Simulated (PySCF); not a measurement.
Te³²⁺: ionisation energy

Te³²⁺ [Ar] 3d2 (3F) → Te³³⁺ [Ar] 3d1 (2D), as a difference of total energies. All numbers are calculated (PySCF 2.14, scalar relativity by spin-free X2C-1e, in an uncontracted even-tempered set (18 s from 5 bohr⁻², ratio 2.5; 12 p from 6.5 bohr⁻², ratio 2.5; 8 d from 6.5 bohr⁻², ratio 2.5; 4 f from 23 bohr⁻², ratio 2.7; 3 g from 34 bohr⁻², ratio 2.7)). Correlated levels: outer shells: [Ne] frozen; virtual orbitals above 40 to 60 times the deepest correlated orbital energy dropped. The calculations carry no spin-orbit coupling.

```csv
method,ionisation energy (eV)
UHF,1974.4
LDA,1973.8
PBE,1974.4
PBE0,1974.8
r2SCAN,1976.1
B2PLYP,1974.9
M06-2X,1974.2
MP2 (outer shells),1974.2
SCS-MP2 (outer shells),1974.2
```

A first-order spin-orbit estimate (lowest level to lowest level, LS coupling) adds 2.485 eV.

Breit and QED terms and the two-electron picture change are absent.

For comparison: 1979 ± 4 eV (theoretical estimate listed by NIST; NIST Atomic Spectra Database, ionization energies).
